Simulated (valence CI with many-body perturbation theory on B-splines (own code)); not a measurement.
**Sn¹⁷⁺: magnetic and hyperfine properties of the levels**

Computed by configuration interaction combined with many-body perturbation theory (CI+MBPT): five valence electrons over a frozen Dirac-Fock core [Ar] 3d10, a basis of 11 s, 11 p, 10 d, 8 f, 5 g, 2 h functions for each j, with the one-electron correlation potential Σ1 (screened to all orders), the two-electron term Σ2, the three-electron term Σ3, Breit, model QED; selected single and double excitations, second order for the rest, scaled by the run's own slope (own B-spline code, finite nucleus).

No measured spectrum was set against this ion. As an estimate, levels hold to about 250 cm⁻¹ or 0.2 % of their energy and the worst to 1 %, as in measured heavy ions of charge 2 to 7; those with d or f electrons hold less well. Among the levels kept, up to 2100 cm⁻¹ of a level comes from second order outside the variational space, and about a tenth of that is noise between levels of different J, which matters for small intervals.

A/g_I is the dipole constant over the nuclear g factor μ/I (μ in nuclear magnetons, uniformly magnetised nucleus), B/Q the quadrupole constant per barn. Both hold the static response of the core; the bare values leave it out. Large factors of s and p1/2 electrons are usually good to 5 to 10 %; those of open d and f shells near neutrality can be off by tens of per cent, and small factors of p3/2, d and f electrons come from cancelling terms and can be off by a factor of two or in sign, in half-filled shells by more. B is blank for J = 1/2, where it vanishes, and for nearly pure S terms. Energies count from the lowest level.

Names give the largest LS component (configuration and term), which can be under half, so a name can repeat, a term be missing and a line seem to break the LS rules; names also repeat where a configuration has a term twice. Letters in brackets count levels of one name in rising energy.

```csv
Level,E (cm⁻¹),g,A/g_I (MHz),A/g_I bare,B/Q (MHz/b),B/Q bare
4s2 4p3 4S°_3/2,0,1.586,7300,6700,11000,10300
4s2 4p3 2D°_3/2,65851,1.291,2010,1840,9670,9110
4s2 4p3 2D°_5/2,86191,1.199,19800,18800,-57.0,-47.4
4s2 4p3 2P°_1/2,115020,0.664,59700,56700,,
4s2 4p3 2P°_3/2,179230,1.255,10400,9780,-20600,-19500
4s 4p4 4P_5/2,399160,1.552,46200,43900,12000,11300
4s 4p4 4P_3/2,443530,1.542,12700,12100,-14100,-13300
4s 4p4 4P_1/2,448900,2.489,139000,132000,,
4s 4p4 2D_3/2,496770,1.087,7680,7320,-17800,-16700
4s 4p4 2D_5/2,517920,1.246,53600,50900,-30100,-28300
4s 4p4 2P_1/2,557080,1.504,35400,33600,,
4s 4p4 2P_3/2,565290,1.166,4060,3840,5300,5000
4s2 4p2 4d 4F_3/2,583530,0.676,4460,4410,3980,3720
4s2 4p2 4d 4F_5/2,603810,1.153,1810,1810,7020,6570
4s2 4p2 4d 4D_1/2 [a],633580,0.844,90500,86100,,
4s2 4p2 4d 2F_5/2,636190,0.944,15300,14500,-6180,-5830
4s2 4p2 4d 4F_7/2,646770,1.216,5710,5440,6570,6150
4s2 4p2 4d 4D_3/2,650330,1.045,10200,9720,-9520,-8950
4s2 4p2 4d 2F_7/2 [a],652790,1.243,6240,5950,15100,14200
4s2 4p2 4d 4D_1/2 [b],654620,0.550,64800,61800,,
4s2 4p2 4d 4F_9/2,668860,1.256,9820,9320,2710,2500
4s2 4p2 4d 4D_5/2,676690,1.190,9470,9050,-8890,-8380
4s2 4p2 4d 2P_3/2 [a],689380,1.232,-5320,-5030,-257,-262
4s2 4p2 4d 2G_7/2,708720,1.045,11200,10700,17400,16400
4s2 4p2 4d 4P_5/2,715710,1.461,4100,3880,-102,-89.1
4s2 4p2 4d 4P_3/2,721740,1.440,6680,6370,-4640,-4370
4s2 4p2 4d 4P_1/2,723440,1.991,30500,28900,,
4s2 4p2 4d 2F_7/2 [b],740460,1.204,5710,5450,6880,6450
4s2 4p2 4d 2D_3/2 [a],740700,0.927,12500,12000,8180,7690
4s2 4p2 4d 2G_9/2,751780,1.186,6420,6140,23100,21700
4s2 4p2 4d 2P_1/2 [a],755680,1.046,-8400,-8110,,
4s2 4p2 4d 2D_5/2 [a],757780,1.116,2820,2710,12800,12000
4s2 4p2 4d 2P_1/2 [b],778130,1.000,-8610,-8160,,
4s2 4p2 4d 2D_3/2 [b],784740,1.050,7900,7490,-6610,-6220
4s2 4p2 4d 2D_5/2 [b],792150,1.147,9460,9040,-5270,-4960
4s2 4p2 4d 2D_5/2 [c],808080,1.203,3230,3160,24700,23200
4s2 4p2 4d 2F_7/2 [c],818820,1.128,8910,8470,-2570,-2420
4s2 4p2 4d 2S_1/2,826890,1.906,32000,30600,,
4s2 4p2 4d 2P_3/2 [b],827120,1.200,4710,4560,-3000,-2820
4s2 4p2 4d 2D_3/2 [c],857810,0.891,5100,4990,5730,5400
```

Task: Take the isotope of mass number 117, with I = 1/2, μ = -0.9995 μN. What is the hyperfine structure of 4s2 4p3 2P°_1/2?

Result: From the table A = -119000 MHz. Shifts from the centre of gravity in MHz: F = 0: 89200, F = 1: -29800.
